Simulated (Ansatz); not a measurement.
`NB1OC1F` + HCl → `FC1OB1Cl` + NH₃ at 600 K and 1 bar (ligand exchange at a B–N bond).

Gas-phase electronic energies from Ansatz, PBE0-D4/def2-TZVP geometries. CBS: MP2 limit from def2 TZ/QZ plus the TZ coupled-cluster correction, frozen cores. This one scheme is used for every species. Each species was taken in one conformer, which may not be the lowest.

| species | CCSD(T)/CBS energy (Eh) | H − E (kJ/mol) | S (J/(mol·K)) |
| --- | --- | --- | --- |
| `NB1OC1F` | -294.35278 | 188.6 | 365.6 |
| HCl | -460.38127 | 35.4 | 207.2 |
| `FC1OB1Cl` | -698.21416 | 114.6 | 358.8 |
| NH₃ | -56.50880 | 112.4 | 219.5 |

H − E and S are ideal-gas, rigid-rotor, harmonic terms from PBE0-D4/def2-TZVP, for one conformer and one mirror image of each species. 1 Eh = 2625.50 kJ/mol, R = 8.31446 J/(mol·K).

**Question.** By hand: ΔE, ΔH, ΔS and ΔG.

**Answer.** ΔE = (-698.21416) + (-56.50880) − (-294.35278) − (-460.38127) = 0.01109 Eh = 29.1 kJ/mol. Δ(H − E) = 114.6 + 112.4 − 188.6 − 35.4 = 3.0, so ΔH = 32.1 kJ/mol. ΔS = 358.8 + 219.5 − 365.6 − 207.2 = 5.5 J/(mol·K). ΔG = 32.1 − 600 × (5.5)/1000 = 28.8 kJ/mol.

**Question.** By hand: the equilibrium constant, and the temperature at which ΔG would vanish if ΔH and ΔS stayed fixed.

**Answer.** log₁₀ K = −ΔG/(RT ln 10) = -2.5. ΔG = 0 at ΔH/ΔS = 5836 K, far beyond where these terms or the molecules hold.

The number of gas molecules stays the same, so ΔS is small and ΔH decides. A doubt of 5 kJ/mol in ΔE shifts log₁₀ K by 0.4 here. Other conformers and mirror images would add mixing entropy, several J/(mol·K) or more a flexible species. These are equilibria of isolated gas molecules and say nothing of rates. Largest T1 diagnostic: 0.014 (customary marks: 0.02 for closed shells, 0.045 for open ones).
